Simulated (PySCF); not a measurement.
PySCF 2.14 output of a UHF calculation on a single atom or ion in dyall-av3z (15s9p3d2f, 71 functions), with the non-relativistic Hamiltonian (point nucleus):

```
SCF conv_tol = 1e-09
number electrons alpha = 6  beta = 2
cycle= 1 E= -125.010621703681  delta_E= -2.18e-10  |g|= 4.97e-06  |ddm|= 7.09e-05
converged SCF energy = -125.010621703681  <S^2> = 6.001846  2S+1 = 5.0007383
```

The run itself started from symmetry-adapted Hartree-Fock orbitals and held the occupation by maximum overlap, so the iterations belong to that start.

Q: Which element, charge and spin multiplicity is this?

A: Ne²⁺ (neon, charge +2), multiplicity 5; the state was [He] 2s2 2p3 3s1, high-spin 5S determinant (an excited configuration).

The outer electron is Rydberg-like, and this basis confines it to a smaller radius and binds it less than a complete one would.
